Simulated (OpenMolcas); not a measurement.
# Pt5+: effect of the basis set

```json
{
 "Program": "OpenMolcas 26.06",
 "Method": "SS-CASPT2, IPEA 0.25 Eh, imaginary shift 0.1 Eh (closed shells correlated: 5s 5p)",
 "Active space": "5 electrons in 5 orbitals (5d)",
 "State averaging": "2S+1 = 6 even, 1 root; 2S+1 = 4 even, 24 roots; 2S+1 = 2 even, 75 roots",
 "Spin-orbit coupling": "state interaction with AMFI integrals over the reference wave functions, term energies averaged over their components"
}
```

A. ANO-R1 [7s5p4d2f], X2C, finite nucleus; CASPT2 step of the order of 9 core-seconds
B. ANO-RCC-VDZP [7s6p4d2f], DKH2, point nucleus; CASPT2 step about 12 core-seconds
C. ANO-R2 [8s6p5d3f1g], X2C, finite nucleus; CASPT2 step roughly 15 core-seconds
D. ANO-RCC-VTZP [8s7p5d3f1g], DKH2, point nucleus; CASPT2 step of the order of 16 core-seconds
E. ANO-RCC-VQZP [9s8p6d4f2g1h], DKH2, point nucleus; CASPT2 step of the order of 100 core-seconds
F. ANO-R3 [9s7p6d4f2g2h], X2C, finite nucleus; CASPT2 step roughly 70 core-seconds

Energies in cm⁻¹ above 5d⁵ ⁶S_5/2.

| Level | A | B | C | D | E | F |
| --- | --- | --- | --- | --- | --- | --- |
| 5d⁵ ⁶S_5/2 | 0.0 | 0.0 | 0.0 | 0.0 | 0.0 | 0.0 |
| 5d⁵ ⁴G_7/2 [57 %] | 27040 | 27260 | 25870 | 25670 | 25500 | 25340 |
| 5d⁵ ⁴G_11/2 [73 %] | 28990 | 29150 | 27620 | 27470 | 27180 | 27020 |
| 5d⁵ ⁴G_9/2 | 30500 | 30660 | 28880 | 28760 | 28460 | 28330 |
| 5d⁵ ⁴P_1/2 [59 %] | 31760 | 32040 | 30780 | 30610 | 30430 | 30290 |
| 5d⁵ ⁴D_7/2 [58 %] | 36900 | 37110 | 34700 | 34640 | 34310 | 34220 |
| 5d⁵ ⁴D_1/2 [66 %] | 42450 | 42660 | 40100 | 40100 | 39690 | 39620 |
| 5d⁵ ²I_11/2 [69 %] | 43180 | 43300 | 40970 | 40860 | 40340 | 40170 |
| 5d⁵ ⁴F_3/2 [52 %] | 45790 | 46050 | 44070 | 43900 | 43610 | 43450 |
| 5d⁵ ²I_13/2 | 47870 | 47980 | 45270 | 45200 | 44590 | 44430 |
| 5d⁵ ²H_9/2 [51 %] | 54500 | 54710 | 52210 | 52070 | 51600 | 51430 |
| 5d⁵ ²G_7/2(1) [55 %] | 56490 | 56790 | 53450 | 53310 | 52850 | 52690 |
| 5d⁵ ²F_7/2(1) [58 %] | 61000 | 61230 | 58350 | 58260 | 57720 | 57600 |
| 5d⁵ ²S_1/2 | 63840 | 64310 | 60520 | 60370 | 60010 | 59820 |
| 5d⁵ ²H_11/2 [68 %] | 66720 | 66830 | 63470 | 63520 | 62690 | 62600 |
| 5d⁵ ²D_3/2(2) | 71680 | 72110 | 68390 | 68210 | 67770 | 67590 |
| 5d⁵ ²G_9/2(2) | 80300 | 80710 | 76100 | 75890 | 75370 | 75160 |
| 5d⁵ ²G_7/2(2) | 83620 | 84000 | 79090 | 78970 | 78350 | 78190 |
| 5d⁵ ²P_3/2 | 89530 | 90270 | 84950 | 84570 | 84300 | 84030 |
| 5d⁵ ²P_1/2 | 96090 | 96750 | 90730 | 90510 | 90050 | 89860 |
| 5d⁵ ²D_5/2(3) | 103210 | 103850 | 98580 | 98280 | 97800 | 97550 |
| 5d⁵ ²D_3/2(3) | 106800 | 107450 | 101730 | 101480 | 100950 | 100720 |

Among A to F the level of the table that moves most is 5d⁵ ²P_1/2, by 6900 cm-1 (lowest in F, highest in B). Moves below CASPT2's spread within the term are not significant.

Term energies are means over components that CASPT2 splits; among the terms shown or strongly mixed into the levels shown the widest spread is 300 cm-1 (5d⁵ ²I, C). The CASPT2 spread within a term exceeds the gap to the next term for 5d⁵ ²F(1) and 5d⁵ ⁴F, so the order of their levels is uncertain, and so are names and mixing where such terms share a J (figures for A; the like holds for B). The basis is small and was not contracted for so high a charge (holds for A; B). Levels of configurations outside the active space are missing. The table leaves out levels that lie high or whose names do not pair safely across all columns.

A share in square brackets marks a mixed level and gives the weight of the term that names it, the lowest over the columns. A number in round brackets counts repeated terms of one configuration in the order of the reference energies.
